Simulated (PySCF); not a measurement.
Excitations are Tamm–Dancoff values on a coarser integration grid. The basis has no diffuse functions, so Rydberg states are missing or too high.

Z-matrix (Å, degrees):
```
Al
Cl 1 2.0770
Cl 1 2.0770 2 119.68
Br 1 2.2311 2 120.16 3 -179.98
```
Charge 0, spin multiplicity 1.

What dipole moment, HOMO–LUMO gap, T1 excitation (TDA), total energy and HOMO does TPSSh-D3(BJ)/def2-TZVP (PySCF) give?


- dipole moment = 0.037 e·Å
- HOMO–LUMO gap = 6.56 eV
- T1 excitation (TDA) = 5.80 eV
- total energy = -101694.27 eV
- HOMO = -8.28 eV
